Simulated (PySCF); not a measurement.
## BrMoN: double against triple zeta

Base calculation in PySCF with density fitting and no spin–orbit coupling, PBE0/def2-SVP (scalar-relativistic core potentials): triplet, Cs, Mo–Br 2.467 Å, Mo–N 1.610 Å; Br–Mo–N 117.0°; wavenumbers 135, 278, 1169 cm⁻¹; dipole moment 4.78 D, polar-tensor charge of Mo 1.21 e, atomisation energy (no zero-point energy) 830 kJ/mol.

Task: What changes on going to PBE0/def2-TZVP (scalar-relativistic core potentials)?

Result: The point group stays the same. Changes: mean bond to Mo -0.004 Å, smallest bond angle -0.1 degrees, highest wavenumber -18 cm⁻¹, lowest wavenumber +6 cm⁻¹, dipole moment +0.04 D, polar-tensor charge of Mo +0.01 e, atomisation energy (no zero-point energy) -4 kJ/mol. The new structure has Mo–Br 2.458 Å, Mo–N 1.612 Å; Br–Mo–N 116.9°, with wavenumbers 141, 279, 1151 cm⁻¹.

Open d or f shells are single determinants, so the state found may not be the ground state. Only the bonding shown was studied: isomers, or loss of a ligand pair, can lie lower.
